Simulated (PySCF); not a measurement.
Compound: CH5BFOP.
Atom-mapped SMILES: `[CH3:1][O:2][B:3]([F:4])[PH2:5]` (hydrogens: H6, H7, H8 on C1; H9, H10 on P5)

Computed with PBE0-D3(BJ)/def2-SVP geometry optimisation, gas phase (PySCF).

Problem. What internal coordinates does the optimisation give?

Solution. 
| bond | length (Å) | order |
| --- | --- | --- |
| C1–O2 | 1.411 | single |
| O2–B3 | 1.341 | single |
| B3–F4 | 1.337 | single |
| B3–P5 | 1.930 | single |
| C1–H6, C1–H7, C1–H8 | 1.100 | single |
| P5–H9, P5–H10 | 1.425 | single |

Bonds in one row agree within 0.01 Å and their mean is given. Orders are formal, as drawn. A selection of angles:
| angle | degrees |
| --- | --- |
| O2–C1–H6 | 108.9 |
| O2–C1–H8 | 112.0 |
| H6–C1–H7 | 108.4 |
| H6–C1–H8 | 109.2 |
| C1–O2–B3 | 123.6 |
| O2–B3–F4 | 120.2 |
| O2–B3–P5 | 120.3 |
| F4–B3–P5 | 119.4 |
| B3–P5–H9 | 95.8 |
| H9–P5–H10 | 95.8 |

Torsions: C1–O2–B3–F4 0° (synperiplanar). The mirror-image conformer, all signs reversed, is as good.

Of the pairs four or more bonds apart, F4···H8 is among the closest relative to their van der Waals radii: 2.36 Å, 89 % of the sum of Bondi's values. O2 (boron-bound oxygen) is bent (angle 123.6°). P5 (three-coordinate phosphorus) is pyramidal (angles 95.8°, 95.8° and 95.5°, sum 287.1°, 0.80 Å off the plane of its three neighbours). B3 (three-coordinate boron) is planar (angles 120.3°, 120.2° and 119.4°, sum 359.9°, 0.03 Å off the plane of its three neighbours).

No PBE0-D3(BJ)/def2-SVP frequencies stand behind this structure, so it isn't proved a minimum. The numbers are those of one conformer (C1–O2–B3–F4 0°, O2–B3–P5–H -40° and -136°).

Time: 20 s of wall time; peak memory 0.40 GiB. Hardware: one thread, Arm Neoverse V1 (aarch64), shared host. That covers the optimisation of the geometry.
